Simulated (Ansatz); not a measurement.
A nudged elastic band was laid between two geometries of C3H10SSi (15 atoms, charge 0, multiplicity 1).

Level of theory: RKS PBE0-D4/STO-3G in Ansatz 0.2.0.

* movable images: 5
* climbing image: yes
* spring: 5.0 eV/Å²
* optimiser: quadratic models (default)
* start path: through a guess of the saddle point
* force threshold: 0.05 eV/Å
* iteration limit: 60
* end points: relaxed

Image 0:

```xyz
15
Properties=species:S:1:pos:R:3
Si -1.689 0.394 1.572
C -0.228 0.568 0.408
C 0.223 -0.783 -0.196
C 1.464 -0.668 -1.126
S 1.210 0.290 -2.647
H -2.054 1.683 2.109
H -2.820 -0.156 0.865
H -1.348 -0.488 2.662
H -0.491 1.254 -0.407
H 0.618 1.021 0.941
H 0.474 -1.484 0.617
H -0.607 -1.233 -0.763
H 2.308 -0.258 -0.548
H 1.755 -1.681 -1.441
H 1.164 1.489 -2.016
```

Image 6:

```xyz
15
Properties=species:S:1:pos:R:3
Si -1.731 0.385 1.527
C -0.337 0.585 0.288
C 0.366 -0.752 -0.045
C 1.564 -0.600 -1.025
S 1.134 -0.030 -2.695
H -1.216 -0.145 2.767
H -2.354 1.661 1.787
H -2.724 -0.525 1.010
H -0.733 1.021 -0.639
H 0.406 1.293 0.678
H 0.745 -1.210 0.883
H -0.362 -1.457 -0.478
H 2.316 0.065 -0.572
H 2.038 -1.586 -1.146
H 0.866 1.242 -2.311
```

Problem. What changes between the two ends?

Solution. No bond is made or broken. The dihedral H7–Si1–C2–C3 goes from -60 to -179°. The two ends are copies of one structure, up to a mirror image or an exchange of like atoms.

Problem. Give the energies along the band, and the barrier.

Solution. It converged. The highest image is number 3 of 0 to 6, 1.4 kcal/mol above the ends, which have the same energy within 2 meV. A vibrational analysis at the climbing image gives one clearly imaginary mode, 126i cm⁻¹: a first-order saddle point. Limits of this set-up: minimal basis.

```
image  path coordinate (Å)  energy (kcal/mol)  dihedral H7–Si1–C2–C3 (°)
    0                 0.00                0.0                        -60
    1                 0.72                0.3                        -79
    2                 1.44                1.0                        -99
    3                 2.16                1.4                       -120
    4                 2.87                1.0                       -140
    5                 3.59                0.3                       -161
    6                 4.31                0.0                       -179
```

Problem. What is the geometry of the highest image?

Solution. 
```xyz
15
Properties=species:S:1:pos:R:3
Si -1.724 0.394 1.547
C -0.312 0.577 0.314
C 0.330 -0.771 -0.095
C 1.553 -0.613 -1.043
S 1.178 0.039 -2.697
H -1.427 1.119 2.759
H -2.952 0.913 0.993
H -1.922 -0.996 1.881
H -0.677 1.083 -0.588
H 0.467 1.221 0.741
H 0.669 -1.307 0.806
H -0.422 -1.410 -0.585
H 2.312 0.012 -0.545
H 2.005 -1.604 -1.196
H 0.899 1.291 -2.261
```

Problem. What are the harmonic wavenumbers there?

Solution. 126i, 73, 87, 203, 244, 276, 444, 656, 707, 786, 813, 866, 895, 1054, 1073, 1082, 1131, 1132, 1160, 1199, 1265, 1347, 1420, 1442, 1490, 1537, 1668, 1680, 1700, 2682, 2735, 2736, 3021, 3373, 3378, 3393, 3484, 3491, 3505 cm⁻¹.

The band took 5 iterations and of the order of 100 core-seconds.

Run time: 98 s on 1 thread of Arm Neoverse V1, on a shared host, peak memory 0.12 GiB.
